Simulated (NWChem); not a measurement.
System: C2H6Ge; SMILES C=[CH][GeH3]

Here is an NWChem input.

```
start job
memory heap 200 mb stack 900 mb global 1100 mb
geometry units angstroms noautosym nocenter noautoz
  Ge    -0.022955    -0.719571     0.000000
  C      0.535394     1.138529     0.000000
  C     -0.319300     2.165242     0.000000
  H      0.517323    -1.447376    -1.246142
  H     -1.561260    -0.774216     0.000000
  H      0.517323    -1.447376     1.246142
  H      1.612263     1.350326     0.000000
  H      0.025968     3.205586     0.000000
  H     -1.405361     2.018030     0.000000
end
basis spherical
  * library def2-svpd
end
dft
  xc pbe0
  iterations 150
end
property
  response 1 0.0
end
task dft property
```

NWChem printed, in part:

```
             Northwest Computational Chemistry Package (NWChem) 7.3.0
             --------------------------------------------------------

                             Geometry "geometry" -> ""
                             -------------------------

 Output coordinates in angstroms (scale by  1.889725989 to convert to a.u.)

  No.       Tag          Charge          X              Y              Z
 ---- ---------------- ---------- -------------- -------------- --------------
    1 Ge                  32.0000    -0.02295500    -0.71957100     0.00000000
    2 C                    6.0000     0.53539400     1.13852900     0.00000000
    3 C                    6.0000    -0.31930000     2.16524200     0.00000000
    4 H                    1.0000     0.51732300    -1.44737600    -1.24614200
    5 H                    1.0000    -1.56126000    -0.77421600     0.00000000
    6 H                    1.0000     0.51732300    -1.44737600     1.24614200
    7 H                    1.0000     1.61226300     1.35032600     0.00000000
    8 H                    1.0000     0.02596800     3.20558600     0.00000000
    9 H                    1.0000    -1.40536100     2.01803000     0.00000000

 Effective nuclear repulsion energy (a.u.)     172.5846327773

                              NWChem Property Module
                              ----------------------

                                 NWChem DFT Module
                                 -----------------

 Summary of "ao basis" -> "ao basis" (spherical)
 ------------------------------------------------------------------------------
       Tag                 Description            Shells   Functions and Types
 ---------------- ------------------------------  ------  ---------------------
 Ge                        def2-svpd                14       38   6s4p4d
 C                         def2-svpd                 8       20   4s2p2d
 H                         def2-svpd                 4        8   2s2p

            General Information
            -------------------
          SCF calculation type: DFT
          Wavefunction type:  closed shell.
          No. of atoms     :     9
          No. of electrons :    50
           Alpha electrons :    25
            Beta electrons :    25
          Charge           :     0
          Spin multiplicity:     1
          Use of symmetry is: off; symmetry adaption is: off
          Maximum number of iterations: 150
          AO basis - number of functions:   126
                     number of shells:    54
          Convergence on energy requested:  1.00D-06
          Convergence on density requested:  1.00D-05
          Convergence on gradient requested:  5.00D-04

              XC Information
              --------------
                         PBE0 Method XC Functional
                     Hartree-Fock (Exact) Exchange  0.250
          PerdewBurkeErnzerhof Exchange Functional  0.750
            Perdew 1991 LDA Correlation Functional  1.000 local
           PerdewBurkeErnz. Correlation Functional  1.000 non-local

             Grid Information
             ----------------
          Grid used for XC integration:  medium
          Radial quadrature: Mura-Knowles
          Angular quadrature: Lebedev.
          Tag              B.-S. Rad. Rad. Pts. Rad. Cut. Ang. Pts.
          ---              ---------- --------- --------- ---------
          Ge                  1.25      112          11.0       590
          C                   0.70       49          11.0       434
          H                   0.35       45          13.0       434
          Grid pruning is: on
          Number of quadrature shells:   480
          Spatial weights used:  Erf1

      Superposition of Atomic Density Guess
      -------------------------------------

 Sum of atomic energies:       -2153.28943368

      Non-variational initial energy
      ------------------------------

 Total energy =   -2154.823940
 1-e energy   =   -3341.409986
 2-e energy   =    1014.001413
 HOMO         =      -0.332391
 LUMO         =      -0.013086

   convergence    iter        energy       DeltaE   RMS-Dens  Diis-err
 ---------------- ----- ----------------- --------- --------- ---------
 d= 0,ls=0.0,diis     1  -2156.0780223033 -2.33D+03  7.35D-03  2.15D-01
 d= 0,ls=0.0,diis     2  -2156.1021933276 -2.42D-02  2.17D-03  1.93D-02
 d= 0,ls=0.0,diis     3  -2156.1038547868 -1.66D-03  7.92D-04  7.08D-03
 d= 0,ls=0.0,diis     4  -2156.1047994304 -9.45D-04  2.28D-04  7.73D-04
 d= 0,ls=0.0,diis     5  -2156.1048854883 -8.61D-05  6.13D-05  6.81D-05
  Resetting Diis
 d= 0,ls=0.0,diis     6  -2156.1048944110 -8.92D-06  1.45D-05  4.74D-06
 d= 0,ls=0.0,diis     7  -2156.1048949640 -5.53D-07  4.36D-06  8.04D-08

         Total DFT energy =    -2156.104894964027
      One electron energy =    -3343.884918825987
           Coulomb energy =     1106.883699596822
    Exchange-Corr. energy =      -91.688308512159
 Nuclear repulsion energy =      172.584632777297

 Numeric. integr. density =       49.999959547117

                       DFT Final Molecular Orbital Analysis
                       ------------------------------------

[...]

 DFT Linear Response polarizability / au
 Frequency  =       0.0000000 / au
              X              Y              Z
 -----------------------------------------------
 X      54.6776789     -4.7015566     -0.0000000
 Y      -4.7015569     72.1752277      0.0000001
 Z      -0.0000000      0.0000001     47.2220452
 -----------------------------------------------
 Eigenvalues =      53.4943998     73.3585068     47.2220452
 Isotropic   =      58.0249839
 Anisotropic =      23.6330257
 -----------------------------------------------

 Magnetic Dipole Response Matrix (nonzero elements):

 Exiting AOResponse driver routine
```

Level: PBE0/def2-SVPD. Structure relaxed at the PBE0/def2-SVP level.
